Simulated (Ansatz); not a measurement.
`OB(F)F` + `[SiH3]`• → `[O]B(F)F`• + SiH₄  (hydrogen abstraction from the O–H bond)

Calculated with Ansatz (gas phase, PBE0-D4/def2-TZVP geometries, no zero-point term in ΔE). CCSD(T)/CBS is frozen-core, at the limit of the def2 triple- and quadruple-zeta sets. DFT in def2-TZVPP. B3LYP here is the variant with VWN-RPA as its local correlation; programs differ in this. Open shells (•) are unrestricted, without spin–orbit coupling. Each species was taken in one conformer, which may not be the lowest.

```tsv
level	ΔE (kJ/mol)	difference from CCSD(T)/CBS
LDA (SPW92)	166.7	34.1
r2SCAN-D4	124.8	-7.8
PBE0-D4	128.5	-4.1
PBE-QIDH	131.8	-0.8
PBE0	128.4	-4.2
B3LYP	117.5	-15.1
CAM-B3LYP	121.1	-11.5
RPA@PBE/def2-TZVPP	116.5	-16.1
MP2/def2-SVP	144.0	11.4
CCSD/def2-SVP	115.3	-17.3
CCSD(T)/CBS	132.6	0
```

Largest T1 diagnostic among the species: 0.015.

At CCSD(T), def2-SVP lies −15.4 kJ/mol from the extrapolated value and def2-TZVPP −6.9 kJ/mol. Leaving LDA and LC-ωPBE aside and taking each functional with its dispersion term where it has one, the values, not all of them listed here, spread over 30.5 kJ/mol, from BHLYP-D4 to PBE-D4. LDA lies +33.4 kJ/mol from PBE without D4.
